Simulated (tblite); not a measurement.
Distances in Å between the heavy atoms of a computed structure (GFN2-xTB; lower triangle, same order across):
```
Si1   0.00
N2    1.76  0.00
Si3   3.02  1.76  0.00
Si4   3.03  1.72  3.03  0.00
C5    3.84  2.97  4.16  1.95  0.00
Cl6   3.52  3.51  4.94  3.07  1.77  0.00
Cl7   5.42  4.51  5.68  3.04  1.77  2.87  0.00
Cl8   4.60  3.53  4.02  3.05  1.77  2.87  2.88  0.00
```

Hydrogens: 3 on Si1, 3 on Si3, 2 on Si4.

Charge 0, singlet.

Problem. Read off the bonds between heavy atoms and their formal orders.

Solution. Si1–N2 (single); N2–Si3 (single); N2–Si4 (single); Si4–C5 (single); C5–Cl6 (single); C5–Cl7 (single); C5–Cl8 (single).

Problem. Give the structure as a SMILES string.

Solution. `[SiH3]N([SiH3])[SiH2]C(Cl)(Cl)Cl`, CH8Cl3NSi3. Among its features: C–Cl bond, Si–H bond and C–Si bond.

Problem. Classify the heavy atoms.

Solution. Si1/Si3: SiH3 silicon; N2: nitrogen bridging silicon atoms; Si4: SiH2 silicon; C5: CCl3 carbon; Cl6/Cl7/Cl8: chlorine of a CCl3 group.

Shape of the structure used: `[SiH3:1][N:2]([SiH3:3])[SiH2:4][C:5]([Cl:6])([Cl:7])[Cl:8]`: Si1–N2–Si4–C5 -76°, N2–Si4–C5–Cl6 58°.
